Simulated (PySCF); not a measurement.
Zr(OEt)(H)3 (C₂H₈OZr), SMILES CC[O][ZrH3], multiplicity 1. Atoms are numbered in the order given.

```xyz
12

Zr     0.0618     1.1185     0.0000
O     -0.3964    -0.7113     0.0000
C     -0.6608    -2.0951     0.0000
C      0.6264    -2.9033     0.0000
H     -1.2703    -2.3323    -0.8896
H     -1.2703    -2.3323     0.8896
H      1.2289    -2.6756    -0.8932
H      0.3998    -3.9812     0.0000
H      1.2289    -2.6756     0.8932
H      1.0638     1.4260     1.5473
H     -1.5370     2.0857     0.0000
H      1.0638     1.4260    -1.5473
```

Geometry: B3LYP-D3(BJ)/def2-SVP. The spin state was assumed, not searched. The def2 effective core potentials stand for the cores of Zr; spin–orbit coupling is left out. Other conformers were not sampled.

The numbers are results of TDDFT-CAM-B3LYP/def2-SVPD run with PySCF, not measurements.

Vertical excitations. Isolated molecule, no solvent. State labels are in the subgroup Cs.

Computed UV-visible absorptions:
```json
[
 {"state": "S1", "symmetry": "A\"", "energy (eV)": "4.32", "λ (nm)": "287", "f": "0.000", "main pairs": "HOMO−1→LUMO 49 %, HOMO→LUMO+1 47 %"},
 {"state": "S2", "symmetry": "A\"", "energy (eV)": "4.52", "λ (nm)": "274", "f": "0.000", "main pairs": "HOMO→LUMO+1 47 %, HOMO−1→LUMO 45 %"},
 {"state": "S3", "symmetry": "A'", "energy (eV)": "4.53", "λ (nm)": "274", "f": "0.000", "main pairs": "HOMO→LUMO 48 %, HOMO−1→LUMO+1 43 %"},
 {"state": "S4", "symmetry": "A'", "energy (eV)": "4.90", "λ (nm)": "253", "f": "0.021", "main pairs": "HOMO−1→LUMO+1 43 %, HOMO→LUMO 40 %, HOMO−1→LUMO+3 7 %, HOMO→LUMO+4 7 %"},
 {"state": "S5", "symmetry": "A'", "energy (eV)": "5.27", "λ (nm)": "235", "f": "0.001", "main pairs": "HOMO→LUMO+2 89 %"},
 {"state": "S6", "symmetry": "A\"", "energy (eV)": "5.28", "λ (nm)": "235", "f": "0.001", "main pairs": "HOMO−1→LUMO+2 89 %"},
 {"state": "S7", "symmetry": "A'", "energy (eV)": "5.59", "λ (nm)": "222", "f": "0.039", "main pairs": "HOMO−2→LUMO 86 %"},
 {"state": "S8", "symmetry": "A\"", "energy (eV)": "5.60", "λ (nm)": "221", "f": "0.040", "main pairs": "HOMO−2→LUMO+1 86 %"},
 {"state": "S9", "symmetry": "A\"", "energy (eV)": "5.94", "λ (nm)": "209", "f": "0.000", "main pairs": "HOMO→LUMO+3 51 %, HOMO−1→LUMO+4 39 %"},
 {"state": "S10", "symmetry": "A'", "energy (eV)": "6.12", "λ (nm)": "203", "f": "0.049", "main pairs": "HOMO−2→LUMO+2 68 %, HOMO→LUMO+4 19 %"},
 {"state": "T1", "symmetry": "A\"", "energy (eV)": "3.95", "λ (nm)": "314", "f": "0", "main pairs": "HOMO−1→LUMO 49 %, HOMO→LUMO+1 46 %"},
 {"state": "T2", "symmetry": "A\"", "energy (eV)": "4.06", "λ (nm)": "306", "f": "0", "main pairs": "HOMO→LUMO+1 46 %, HOMO−1→LUMO 43 %"},
 {"state": "T3", "symmetry": "A'", "energy (eV)": "4.06", "λ (nm)": "305", "f": "0", "main pairs": "HOMO→LUMO 49 %, HOMO−1→LUMO+1 40 %"},
 {"state": "T4", "symmetry": "A'", "energy (eV)": "4.24", "λ (nm)": "292", "f": "0", "main pairs": "HOMO−1→LUMO+1 47 %, HOMO→LUMO 39 %"}
]
```
Triplets are in the Tamm–Dancoff approximation, which puts them higher than full response would, so one can lie above its singlet here.
